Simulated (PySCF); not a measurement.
methanol (CH4O), singlet, geometry from GFN2-xTB; BLYP/6-31G in PySCF.

Here is a job for PySCF.
```python
from pyscf import gto, scf, dft

mol = gto.M(
    atom='''
C    -0.057749    0.657503    0.006238
O    -0.034981   -0.748578   -0.007589
H    -1.106104    0.950101    0.004072
H     0.880174   -1.047950   -0.006134
H     0.421826    1.061888    0.904334
H     0.430444    1.079565   -0.878988
''',
    basis='6-31g',
    charge=0,
    spin=0,
    verbose=4,
)

mf = dft.RKS(mol)
mf.xc = 'blyp'
mf.grids.level = 7
mf.kernel()
```

The log (banner, timings and long lists left out):

```
PySCF version 2.14.0

[INPUT] verbose = 4
[INPUT] num. atoms = 6
[INPUT] num. electrons = 18
[INPUT] charge = 0
[INPUT] spin (= nelec alpha-beta = 2S) = 0
[INPUT] symmetry False subgroup None
[INPUT] Mole.unit = angstrom
[INPUT] Symbol           X                Y                Z      unit          X                Y                Z       unit  Magmom
[INPUT]  1 C     -0.057749000000   0.657503000000   0.006238000000 AA   -0.109129793968   1.242500596080   0.011788111565 Bohr   0.0
[INPUT]  2 O     -0.034981000000  -0.748578000000  -0.007589000000 AA   -0.066104509563  -1.414607402875  -0.014341131559 Bohr   0.0
[INPUT]  3 H     -1.106104000000   0.950101000000   0.004072000000 AA   -2.090233625286   1.795430680675   0.007694964779 Bohr   0.0
[INPUT]  4 H      0.880174000000  -1.047950000000  -0.006134000000 AA    1.663287801963  -1.980338492238  -0.011591580048 Bohr   0.0
[INPUT]  5 H      0.421826000000   1.061888000000   0.904334000000 AA    0.797135612221   2.006677494962   1.708943585132 Bohr   0.0
[INPUT]  6 H      0.430444000000   1.079565000000  -0.878988000000 AA    0.813421271962   2.040082183666  -1.661046586779 Bohr   0.0

nuclear repulsion = 40.5175273903249
number of shells = 18
number of NR pGTOs = 60
number of NR cGTOs = 26
basis = 6-31g
ecp = {}

******** <class 'pyscf.dft.rks.RKS'> ********
method = RKS
initial guess = minao
damping factor = 0
level_shift factor = 0
DIIS = <class 'pyscf.scf.diis.CDIIS'>
diis_start_cycle = 1
diis_space = 8
diis_damp = 0
SCF conv_tol = 1e-09
SCF conv_tol_grad = None
SCF max_cycles = 50
direct_scf = True
direct_scf_tol = 1e-13
XC library pyscf.dft.libxc version 7.1.2
    S. Lehtola, C. Steigemann, M. J. T. Oliveira, and M. A. L. Marques,  SoftwareX 7, 1–5 (2018)
XC functionals = blyp
    A. D. Becke,  Phys. Rev. A 38, 3098 (1988)
    C. Lee, W. Yang, and R. G. Parr,  Phys. Rev. B 37, 785 (1988)
    B. Miehlich, A. Savin, H. Stoll, and H. Preuss,  Chem. Phys. Lett. 157, 200 (1989)
radial grids:
    Treutler-Ahlrichs [JCP 102, 346 (1995); DOI:10.1063/1.469408] (M4) radial grids

becke partition: Becke, JCP 88, 2547 (1988); DOI:10.1063/1.454033
pruning grids: <function nwchem_prune>
grids dens level: 7
symmetrized grids: False
atomic radii adjust function: <function treutler_atomic_radii_adjust>
small_rho_cutoff = 0
Set gradient conv threshold to 3.16228e-05
Initial guess from minao.
tot grids = 373896
init E= -115.6716550729
  HOMO = -0.341324086983033  LUMO = 0.0114211582719173  gap/eV = 9.59869
cycle= 1 E= -115.529812696572  delta_E= 0.142  |g|= 0.713  |ddm|= 1.99
  HOMO = -0.0213912951749924  LUMO = 0.0914688932815391  gap/eV = 3.07108
cycle= 2 E= -115.244714655046  delta_E= 0.285  |g|= 1.38  |ddm|= 2.23
  HOMO = -0.206805277032825  LUMO = 0.0428233853423285  gap/eV = 6.79274
cycle= 3 E= -115.631041200594  delta_E= -0.386  |g|= 0.0851  |ddm|= 1.68
  HOMO = -0.203879386697341  LUMO = 0.0430356328293555  gap/eV = 6.71890
cycle= 4 E= -115.632140676434  delta_E= -0.0011  |g|= 0.0557  |ddm|= 0.12
  HOMO = -0.200457044137686  LUMO = 0.0452724927393904  gap/eV = 6.68664
cycle= 5 E= -115.632935646392  delta_E= -0.000795  |g|= 0.00427  |ddm|= 0.0498
  HOMO = -0.201104644706566  LUMO = 0.0447005946844532  gap/eV = 6.68870
cycle= 6 E= -115.632941580099  delta_E= -5.93e-06  |g|= 0.000384  |ddm|= 0.00764
  HOMO = -0.201147645982511  LUMO = 0.0447224215388902  gap/eV = 6.69047
cycle= 7 E= -115.632941617143  delta_E= -3.7e-08  |g|= 4.66e-05  |ddm|= 0.000524
  HOMO = -0.201158312831778  LUMO = 0.0447127194729844  gap/eV = 6.69049
cycle= 8 E= -115.632941617768  delta_E= -6.25e-10  |g|= 4.48e-06  |ddm|= 7.82e-05
  HOMO = -0.201159048082039  LUMO = 0.0447128076745302  gap/eV = 6.69051
Extra cycle  E= -115.632941617768  delta_E= -8.24e-13  |g|= 5.1e-06  |ddm|= 1.23e-05
converged SCF energy = -115.632941617768
```
